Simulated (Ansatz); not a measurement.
Consider the substitution at a C–C bond: `C=C/C(F)=C\F` + `[OH][InH2]` → `C=C[O][InH2]` + `F/C=C/F`.

Computed with Ansatz on PBE0-D4/def2-TZVP structures; ΔE is electronic, products minus reactants. CCSD(T)/CBS adds triple-zeta CCSD(T) − MP2 to the extrapolated MP2 energy (def2 sets, frozen cores). Double bonds are as drawn, so ΔE can hold a change between cis and trans. DFT in def2-TZVPP. Elements past krypton have def2 core potentials. For In outer-core shells are correlated without core-valence functions, which leaves a few kJ/mol of doubt a bond. One conformer a species, not always the lowest.

`C=C/C(F)=C\F`:

Cartesian coordinates in Å:
```
C 0.012 -1.732 -0.645
C 0.010 -0.714 0.213
C -0.010 0.670 -0.185
F -0.028 0.914 -1.505
C -0.013 1.730 0.620
F 0.004 1.582 1.946
H -0.002 -1.568 -1.716
H 0.028 -2.755 -0.293
H 0.025 -0.885 1.284
H -0.028 2.757 0.280
```

`[OH][InH2]`:

```xyz
5

O    -0.810   -1.105   -0.273
In    0.166    0.545    0.262
H    -0.324   -1.652   -0.893
H     1.710    0.734   -0.460
H    -0.742    1.478    1.364
```

`C=C[O][InH2]`:

Z-matrix (Å, degrees):
```
C
C 1 1.334
H 1 1.086 2 122.1
H 1 1.081 2 120.2 3 -179.0
O 2 1.332 1 127.3 3 -0.4
H 2 1.092 1 119.6 3 178.0
In 5 2.016 2 123.9 1 -37.1
H 7 1.701 5 108.3 2 164.3
H 7 1.702 5 113.2 2 -17.8
```

`F/C=C/F`:

```xyz
6

F    -0.492   -0.269   -1.671
C    -0.380    0.281   -0.460
C     0.380   -0.281    0.460
F     0.492    0.269    1.671
H    -0.952    1.190   -0.322
H     0.952   -1.190    0.322
```

CCSD(T)/CBS gives +0.57 eV.

Another level gave +0.55 eV. Which?
A. MP2/def2-TZVPP
B. B2PLYP/def2-TZVPP
C. ωB97X-V/def2-TZVPP
D. HF/def2-TZVPP

B. B2PLYP 0.55, ωB97X-V 0.50, HF/def2-TZVPP 0.45, MP2/def2-TZVPP 0.61 eV.

Largest T1 diagnostic among the species: 0.017.

Leaving LDA and LC-ωPBE aside and taking each functional with its dispersion term where it has one, the values, not all of them listed here, spread over 0.08 eV, from ωB97X-V to B97M-V. In def2-TZVPP, CCSD(T) changes the Hartree–Fock value by +0.11 eV (the triples alone add +0.01 eV) and MP2 by +0.16 eV. At CCSD(T), def2-SVP lies −0.11 eV from the extrapolated value and def2-TZVPP −0.02 eV.
